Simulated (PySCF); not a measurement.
C5H3F4S (charge -1).
SMILES: `C/C(C(F)=C(F)F)=C(/F)[S-]`

A PySCF run (density fitting, gas phase, GFN2-xTB geometry) gave HOMO 0.60 eV, LUMO 3.65 eV and E = -984.735 Eh.

Problem. Which of these levels was it?
A. OPBE/pcseg-1
B. KT3/ANO-RCC-VDZP
C. BP86/3-21G
D. PBE0/pcSseg-1
E. PBE0/def2-SVPD

Solution. C. It is BP86/3-21G. All candidates on this geometry:

| level and settings | kind | basis functions | SCF cycles | E (Eh) | HOMO (eV) | LUMO (eV) |
| --- | --- | --- | --- | --- | --- | --- |
| KT3/ANO-RCC-VDZP, energy threshold 1e-06 Eh, fitting basis def2-universal-jkfit | GGA | 159 | 9 | -1000.5300 | 0.01 | 2.99 |
| OPBE/pcseg-1, grid level 4, start guess vsap | GGA | 159 | 19 | -989.4310 | 0.08 | 3.10 |
| BP86/3-21G | GGA | 100 | 16 | -984.7349 | 0.60 | 3.65 |
| PBE0/def2-SVPD, damping 0.3 at the start, DIIS from the seventh cycle, start guess sap | global hybrid | 243 | 26 | -988.6441 | -1.09 | 3.47 |
| PBE0/pcSseg-1 | global hybrid | 192 | 14 | -989.0967 | -0.83 | 3.84 |

The nearest other candidate, by the summed differences of HOMO and LUMO, is OPBE/pcseg-1: its HOMO differs by -0.52 eV and its LUMO by -0.55 eV. Cycle counts include a coarse-grid stage where the run had one. KT3 was designed for NMR shieldings or shifts; total energies of different functionals aren't comparable. ANO-RCC sets were contracted for a scalar-relativistic Hamiltonian, but ran non-relativistically here. The HOMO energy is positive at BP86/3-21G, KT3/ANO-RCC-VDZP and OPBE/pcseg-1; such an orbital is held in place by the finite basis.

Conformer computed: `[CH3:1]/[C:2]([C:3]([F:4])=[C:5]([F:6])[F:7])=[C:8](/[F:9])[S-:10]`: C1–C2–C3–F4 20°.
